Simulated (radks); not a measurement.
The numbers below are computed, except where a source is named.
Question: These are the eigenvalues of the occupied orbitals of an atom or ion with whole-number occupations (eV). Level of theory: Dirac Kohn-Sham, PBEsol, spin-unpolarised, spherical densities, point nucleus (a radial shooting solver on a logarithmic mesh with Libxc functionals).

| orbital | eigenvalue |
|---|---|
| 1s1/2 | -71558.70 |
| 2s1/2 | -12417.24 |
| 2p1/2 | -11881.94 |
| 2p3/2 | -10443.05 |
| 3s1/2 | -2893.380 |
| 3p1/2 | -2654.649 |
| 3p3/2 | -2342.250 |
| 3d3/2 | -1941.482 |
| 3d5/2 | -1873.680 |
| 4s1/2 | -621.3530 |
| 4p1/2 | -521.7734 |
| 4p3/2 | -448.3655 |
| 4d3/2 | -284.8770 |
| 4d5/2 | -271.2498 |
| 5s1/2 | -100.8733 |
| 5p1/2 | -70.0477 |
| 4f5/2 | -65.0083 |
| 4f7/2 | -62.3977 |
| 5p3/2 | -58.3362 |
| 5d3/2 | -17.8419 |
| 5d5/2 | -16.7076 |
| 6s1/2 | -14.6907 |
| 6p1/2 | -8.9986 |

Which element is it, and in what charge state? The configuration may be excited. Open shells, if any, fill j = l - 1/2 first.

Answer: Z = 75, rhenium, charge +1: Re+ in [Xe] 4f13 5d5 6s1 6p1. The list shows which subshells hold electrons but not how many an open one holds; the 1s level, -2629.7 hartree, gives Z - s = 72.5 by -(Z - s)^2/2, which with screening and relativity narrows Z to a few neighbours, and the depths of the outer levels then fix element, charge and occupations together.
